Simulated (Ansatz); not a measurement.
Basis-set extrapolation for C₃H₅BSi (PBE0-D4/def2-TZVP geometry, frozen core, Ansatz). Multiplicity 1, RHF reference.

```
                      def2-TZVPP   def2-QZVPP
                 HF  -430.055945  -430.071129
    MP2 correlation    -0.697501    -0.742138
CCSD(T) correlation    -0.766487      not run
```

Energies in hartree. Use E(X) = E(∞) + A·exp(−7.88·√X) for Hartree–Fock and E(X) = E(∞) + B·X^(−2.97) for correlation, with X = 3 and 4, and add CCSD(T) minus MP2 of the smaller set to the MP2 limit.

Q: What is the CCSD(T) energy at the basis-set limit?

A: HF limit: -430.071129 + (-0.015184) × 0.13774 = -430.07322. MP2 limit: -0.742138 + (-0.044637) × 0.74074 = -0.77520. Higher-order term: -0.766487 − (-0.697501) = -0.06899. Total: -430.91741 hartree, 59.6 kcal/mol below CCSD(T)/def2-TZVPP.
